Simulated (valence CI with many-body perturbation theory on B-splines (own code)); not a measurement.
**Energy levels of Rh38+**

Calculated by relativistic CI+MBPT: five valence electrons over a frozen Dirac-Fock core [He], radial functions for each j: 9 s, 9 p, 8 d, 6 f, 3 g, 1 h, with the one-electron correlation potential Σ1 (screened to all orders), the two-electron term Σ2, the three-electron term Σ3, Breit, model QED; selected single and double excitations, second order for the rest, scaled by the run's own slope (own B-spline code, finite nucleus).

The last digits are not significant, and no measured levels were compared; by estimate large intervals hold to a few tenths of a per cent, small ones and those within an open d or f shell to about a per cent. Among the levels kept, up to 5100 cm⁻¹ of a level comes from second order outside the variational space, and about a tenth of that is noise between levels of different J, which matters for small intervals.

Levels 1 to 45 of 61, with energies above the lowest level, (2s^2 2p1/2^2 2p3/2) J=3/2. "Leading %" is the weight of the configuration and term that name the level; weights of strongly mixed levels are sums over their largest components and can fall short, so below about 35 % the name and the second component can differ from the true leading terms, or belong to a minority configuration. In the jj column 3d3/2^4 stands for four electrons in 3d with j = 3/2.

| No. | Configuration | Term | J | E (eV) | Leading % | Second component | Leading jj |
| --- | --- | --- | --- | --- | --- | --- | --- |
| 1 | 2s2 2p3 | 2P° | 3/2 | 0.0 | 43 | 32 % 2s2 2p3 4S° | 2s^2 2p1/2^2 2p3/2 (98 %) |
| 2 | 2s2 2p3 | 4S° | 3/2 | 137.1 | 52 | 47 % 2s2 2p3 2D° | 2s^2 2p1/2 2p3/2^2 (98 %) |
| 3 | 2s2 2p3 | 2D° | 5/2 | 154.1 | 100 |  | 2s^2 2p1/2 2p3/2^2 (100 %) |
| 4 | 2s2 2p3 | 2P° | 1/2 | 177.5 | 99 |  | 2s^2 2p1/2 2p3/2^2 (99 %) |
| 5 | 2s 2p4 | 4P | 5/2 | 306.9 | 80 | 20 % 2s 2p4 2D | 2s 2p1/2^2 2p3/2^2 (98 %) |
| 6 | 2s2 2p3 | 2P° | 3/2 | 315.3 | 55 | 29 % 2s2 2p3 2D° | 2s^2 2p3/2^3 (98 %) |
| 7 | 2s 2p4 | 2S | 1/2 | 359.1 | 52 | 43 % 2s 2p4 4P | 2s 2p1/2^2 2p3/2^2 (94 %) |
| 8 | 2s 2p4 | 2D | 3/2 | 360.3 | 35 | 33 % 2s 2p4 2P | 2s 2p1/2^2 2p3/2^2 (92 %) |
| 9 | 2s 2p4 | 4P | 3/2 | 463.4 | 67 | 24 % 2s 2p4 2D | 2s 2p1/2 2p3/2^3 (94 %) |
| 10 | 2s 2p4 | 2D | 5/2 | 489.4 | 80 | 20 % 2s 2p4 4P | 2s 2p1/2 2p3/2^3 (98 %) |
| 11 | 2s 2p4 | 2P | 1/2 | 515.8 | 56 | 35 % 2s 2p4 4P | 2s 2p1/2 2p3/2^3 (90 %) |
| 12 | 2s 2p4 | 2P | 3/2 | 527.8 | 57 | 41 % 2s 2p4 2D | 2s 2p1/2 2p3/2^3 (97 %) |
| 13 | 2s 2p4 | 2P | 1/2 | 671.0 | 40 | 38 % 2s 2p4 2S | 2s 2p3/2^4 (94 %) |
| 14 | 2p5 | 2P° | 3/2 | 716.2 | 99 |  | 2p1/2^2 2p3/2^3 (99 %) |
| 15 | 2p5 | 2P° | 1/2 | 869.4 | 99 |  | 2p1/2 2p3/2^4 (99 %) |
| 16 | 2s2 2p2 3s | 4P | 1/2 | 3086.9 | 51 | 26 % 2s2 2p2 3s 2S | 2s^2 2p1/2^2 3s (98 %) |
| 17 | 2s2 2p2 3p | 4D° | 1/2 | 3138.3 | 42 | 40 % 2s2 2p2 3p 2P° | 2s^2 2p1/2^2 3p1/2 (98 %) |
| 18 | 2s2 2p2 3p | 2P° | 3/2 | 3189.2 | 27 | 25 % 2s2 2p2 3p 4D° | 2s^2 2p1/2^2 3p3/2 (97 %) |
| 19 | 2s2 2p2 3s | 4P | 3/2 | 3227.1 | 88 | 10 % 2s2 2p2 3s 2P | 2s^2 2p1/2 2p3/2 3s (99 %) |
| 20 | 2s2 2p2 3s | 2P | 1/2 | 3233.0 | 68 | 31 % 2s2 2p2 3s 4P | 2s^2 2p1/2 2p3/2 3s (99 %) |
| 21 | 2s2 2p2 3s | 2D | 5/2 | 3240.6 | 56 | 40 % 2s2 2p2 3s 4P | 2s^2 2p1/2 2p3/2 3s (96 %) |
| 22 | 2s2 2p2 3d | 4F | 3/2 | 3241.8 | 37 | 26 % 2s2 2p2 3d 2D | 2s^2 2p1/2^2 3d3/2 (98 %) |
| 23 | 2s2 2p2 3s | 2D | 3/2 | 3245.2 | 60 | 38 % 2s2 2p2 3s 2P | 2s^2 2p1/2 2p3/2 3s (99 %) |
| 24 | 2s2 2p2 3d | 2D | 5/2 | 3261.5 | 28 | 21 % 2s2 2p2 3d 4D | 2s^2 2p1/2^2 3d5/2 (95 %) |
| 25 | 2s2 2p2 3p | 4P° | 1/2 | 3278.3 | 44 | 29 % 2s2 2p2 3p 4D° | 2s^2 2p1/2 2p3/2 3p1/2 (99 %) |
| 26 | 2s2 2p2 3p | 4D° | 3/2 | 3283.2 | 55 | 24 % 2s2 2p2 3p 2D° | 2s^2 2p1/2 2p3/2 3p1/2 (98 %) |
| 27 | 2s2 2p2 3p | 2F° | 5/2 | 3293.3 | 41 | 32 % 2s2 2p2 3p 2D° | 2s^2 2p1/2 2p3/2 3p1/2 (98 %) |
| 28 | 2s2 2p2 3p | 2P° | 3/2 | 3311.7 | 38 | 26 % 2s2 2p2 3p 4S° | 2s^2 2p1/2 2p3/2 3p1/2 (95 %) |
| 29 | 2s2 2p2 3p | 4D° | 5/2 | 3322.9 | 51 | 33 % 2s2 2p2 3p 4P° | 2s^2 2p1/2 2p3/2 3p3/2 (96 %) |
| 30 | 2s2 2p2 3p | 4P° | 1/2 | 3327.0 | 37 | 31 % 2s2 2p2 3p 2P° | 2s^2 2p1/2 2p3/2 3p3/2 (98 %) |
| 31 | 2s2 2p2 3p | 2D° | 3/2 | 3331.9 | 50 | 30 % 2s2 2p2 3p 4P° | 2s^2 2p1/2 2p3/2 3p3/2 (97 %) |
| 32 | 2s2 2p2 3p | 2F° | 7/2 | 3337.8 | 57 | 42 % 2s2 2p2 3p 4D° | 2s^2 2p1/2 2p3/2 3p3/2 (98 %) |
| 33 | 2s2 2p2 3p | 2P° | 3/2 | 3342.9 | 42 | 22 % 2s2 2p2 3p 4S° | 2s^2 2p1/2 2p3/2 3p3/2 (93 %) |
| 34 | 2s2 2p2 3p | 2D° | 5/2 | 3351.2 | 52 | 22 % 2s2 2p2 3p 2F° | 2s^2 2p1/2 2p3/2 3p3/2 (93 %) |
| 35 | 2s2 2p2 3p | 2P° | 1/2 | 3362.1 | 83 | 8 % 2s2 2p2 3p 4D° | 2s^2 2p1/2 2p3/2 3p3/2 (96 %) |
| 36 | 2s 2p3 3s | 6S° | 5/2 | 3372.4 | 46 | 34 % 2s 2p3 3s 4P° | 2s 2p1/2^2 2p3/2 3s (84 %) |
| 37 | 2s2 2p2 3d | 4F | 3/2 | 3382.9 | 42 | 32 % 2s2 2p2 3d 2P | 2s^2 2p1/2 2p3/2 3d3/2 (96 %) |
| 38 | 2s2 2p2 3d | 4F | 5/2 | 3384.7 | 55 | 37 % 2s2 2p2 3d 2F | 2s^2 2p1/2 2p3/2 3d3/2 (96 %) |
| 39 | 2s2 2p2 3d | 4D | 1/2 | 3385.7 | 80 | 14 % 2s2 2p2 3d 2P | 2s^2 2p1/2 2p3/2 3d3/2 (99 %) |
| 40 | 2s 2p3 3s | 4S° | 3/2 | 3389.6 | 40 | 27 % 2s 2p3 3s 2P° | 2s 2p1/2^2 2p3/2 3s (89 %) |
| 41 | 2s2 2p2 3s | 4P | 5/2 | 3391.2 | 52 | 38 % 2s2 2p2 3s 2D | 2s^2 2p3/2^2 3s (89 %) |
| 42 | 2s2 2p2 3d | 4F | 7/2 | 3392.9 | 65 | 22 % 2s2 2p2 3d 4D | 2s^2 2p1/2 2p3/2 3d5/2 (79 %) |
| 43 | 2s2 2p2 3d | 2F | 7/2 | 3396.2 | 42 | 28 % 2s2 2p2 3d 4D | 2s^2 2p1/2 2p3/2 3d3/2 (70 %) |
| 44 | 2s2 2p2 3s | 2P | 3/2 | 3397.3 | 45 | 33 % 2s2 2p2 3s 2D | 2s^2 2p3/2^2 3s (87 %) |
| 45 | 2s2 2p2 3d | 2F | 5/2 | 3400.2 | 37 | 33 % 2s2 2p2 3d 4P | 2s^2 2p1/2 2p3/2 3d5/2 (49 %) |

The ionisation energy to 2s2 2p2 3P_0 of the next ion comes out as 5597.9 eV (NIST: 5600 ± 40 eV (semi-empirical)). All 61 levels together are meant to be complete up to 3465.2 eV.
